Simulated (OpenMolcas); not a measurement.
**Ne2+: from CASSCF to CASPT2**

- Program: OpenMolcas 26.06
- Basis: ANO-RCC [8s7p4d3f2g]
- Scalar Hamiltonian: DKH2, point nucleus
- Active space: 6 electrons in 8 orbitals (2s 2p 3s 3p)
- State averaging: 2S+1 = 3 even, 3 roots; 2S+1 = 1 even, 6 roots; 2S+1 = 3 odd, 3 roots; 2S+1 = 1 odd, 3 roots
- Spin-orbit coupling: RASSI with atomic mean-field integrals over the reference wave functions, term energies averaged over their components

Methods on the same reference wave functions:
A. CASSCF
B. SS-CASPT2, IPEA 0.25 Eh, imaginary shift 0.1 Eh (closed shells correlated: 1s)

Energies in cm⁻¹ above 2s² 2p⁴ ³P₂, the measured ground level; measured values from Moore, Atomic Energy Levels, vol. I, NSRDS-NBS 35 (1971 reprint of NBS Circular 467, 1949).

```
      Level       A       B  Measured
2s² 2p⁴ ³P₂     0.0     0.0       0.0
2s² 2p⁴ ³P₁     585     586       650
2s² 2p⁴ ³P₀     861     863       927
2s² 2p⁴ ¹D₂   27966   26064     25841
2s² 2p⁴ ¹S₀   51546   55604     55747
2s 2p⁵ ³P°₂  212727  205605          
2s 2p⁵ ³P°₁  213299  206176    204879
2s 2p⁵ ³P°₀  213587  206465    205204
2s 2p⁵ ¹P°₁  309937  293058
```

Deviations, from unrounded energies. A percentage is the sum of absolute deviations over the sum of measured energies, with the sign that they share, or ± where signs differ.

```csv
Against measurement,Levels,A,B
mean absolute deviation (cm-1),6,3900,510
fine structure of the ground term (%),2,-8.3,-8.1
other terms of the ground configuration (%),2,±7.8,±0.4
other configurations (%),2,+4.1,+0.6
```

B lies closest to measurement on these levels. The largest miss of B in the table is 2s 2p⁵ ³P°₁, by +1300 cm-1. The ranking rests on the paired levels alone, and a cruder setting can come out closer through cancelling errors.

From A to B the spin-free energies of the other terms of 2s² 2p⁴ shown, above ³P, scale by factors of 0.93 to 1.08.

The lowest spin-free term lies below A's lowest term by 0.168 hartree in B.

Active for correlation alone: 3p 3s; no level in the range computed is led by a configuration that fills them, so any true level of that kind is missing. Measured partners are found by configuration, term and J. A level has none where our copy of the source lacks it or the pairing is in doubt (some pairs that miss far off the trend of their configuration count as doubtful), and it then counts in no deviation. Only configurations of the active space appear.

° marks odd parity.
